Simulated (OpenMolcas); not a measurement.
## Levels of Rh by method

| Item | Value |
| --- | --- |
| Program | OpenMolcas 26.06 |
| Basis | ANO-RCC-VTZP [7s6p4d2f1g] |
| Scalar Hamiltonian | DKH2, point nucleus |
| Active space | 9 electrons in 9 orbitals (RAS2 4d 5s; RAS3 5p, at most 2 electrons) |
| State averaging | 2S+1 = 4 even, 20 roots; 2S+1 = 2 even, 64 roots kept (CI in the orbitals of an earlier block); 2S+1 = 4 odd, 45 roots; 2S+1 = 6 odd, 22 roots kept (CI in the orbitals of an earlier block); 2S+1 = 2 odd, 21 roots kept (CI in the orbitals of an earlier block) |
| Spin-orbit coupling | state interaction with AMFI integrals over the reference wave functions, term energies averaged over their components |

Methods on the same reference wave functions:
A. RASSCF
B. SS-RASPT2, IPEA 0.25 Eh, imaginary shift 0.1 Eh (closed shells correlated: 4s 4p)
C. MS-RASPT2, IPEA 0.25 Eh, imaginary shift 0.1 Eh (closed shells correlated: 4s 4p)

Energies in cm-1 above 4d8 5s 4F 9/2, the measured ground level; measured values from NIST Handbook of Basic Atomic Spectroscopic Data.

```
                Level      A      B      C  Measured
        4d8 5s 4F 9/2    0.0    0.0    0.0       0.0
        4d8 5s 4F 7/2   1563   1508   1514      1530
        4d8 5s 4F 5/2   2930   2880   2960      2598
        4d8 5s 4F 3/2   3783   3530   3970      3473
       4d7 5s2 4F 9/2   5988  10950  11120          
        4d8 5s 2F 7/2   6636   5670   5640      5691
       4d7 5s2 4F 7/2   7903  12980  13040          
 4d8 5s 2F 5/2 [59 %]   8698   7200   7840      7791
       4d7 5s2 4F 5/2   9217  14340  14350          
       4d7 5s2 4F 3/2   9896  15160  15130          
        4d8 5s 4P 1/2  15296  11470  11470          
        4d8 5s 2P 1/2  16744  14470  13210          
 4d8 5s 2G 9/2 [73 %]  18021  17660  14860          
 4d8 5s 2G 7/2 [72 %]  18778  18250  14910          
       4d7 5s2 4P 5/2  19937  22050  22080          
       4d7 5s2 4P 3/2  20941  22680  22530          
       4d7 5s2 4P 1/2  21556  23530  23470          
4d7 5s2 2G 9/2 [64 %]  22891  23140  25490          
4d7 5s2 2G 7/2 [72 %]  24143  24150  27490
```

C puts 4d9 2D 5/2 lowest.

Deviations, from unrounded energies. A percentage is the sum of absolute deviations over the sum of measured energies, with the sign that they share, or ± where signs differ.

| Against measurement | Levels | A | B | C |
| --- | --- | --- | --- | --- |
| mean absolute deviation (cm-1) | 5 | 510 | 190 | 190 |
| fine structure of the ground term (%) | 3 | +8.9 | ±4.7 | ±11.5 |
| other terms of the ground configuration (%) | 2 | +13.7 | -4.5 | ±0.7 |

B, C lie about equally close to measurement and A furthest from it. The largest miss of B in the table is 4d8 5s 2F 5/2 [59 %], by -590 cm-1. The ranking rests on the paired levels alone, and a cruder setting can come out closer through cancelling errors.

Between B and C the level of the table that moves most is 4d7 5s2 2G 7/2 [72 %], by 3300 cm-1 (lowest in B, highest in C). Moves below CASPT2's spread within the term are not significant.

The two smallest mean deviations differ by little beside CASPT2's spread within terms, so their order carries little weight.

From A to B the spin-free energies of the other terms of 4d8 5s shown, above 4F, scale by factors of 0.69 to 0.97.

The lowest spin-free term lies below A's lowest term by 0.579 hartree in B, 0.593 hartree in C.

Term energies are means over components that CASPT2 splits; among the terms shown or strongly mixed into the levels shown the widest spread is 1800 cm-1 (4d8 5s 4F, C). Over all roots computed the reference weight is 0.77 to 0.90 in B, 0.77 to 0.90 in C; the roots of lowest weight are the least certain, and an intruder state may touch them. Terms from blocks run as CI alone lack orbitals of their own. Configurations are named by rounded mean occupations; where the s occupation lies near a half they are strongly mixed, a name can repeat and a true partner stay unpaired. A single d shell beside an s shell can misplace configurations of different d count against each other. Without dynamic correlation excited terms often stand tens of per cent too high (terms of higher spin than the ground term too low), and those without a measured partner can miss by more than the paired ones (holds for A). The lowest computed level is not the ground level that NIST lists (4F9/2) (holds for C). The CASPT2 spread within a term exceeds the gap to the next term for 4d8 5s 2P and 4d7 5s2 4F, 4d7 5s2 4F and 4d8 5s 2G, so the order of their levels is uncertain, and so are names and mixing where such terms share a J (holds for C). Measured partners are found by configuration, term and J. A level has none where our copy of the source lacks it or the pairing is in doubt (some pairs that miss far off the trend of their configuration count as doubtful), and it then counts in no deviation. Levels of configurations outside the active space are missing. Levels that lie high or do not pair safely by name in every column are left out.

A share in square brackets marks a mixed level and gives the weight of the term that names it, the lowest over the columns.
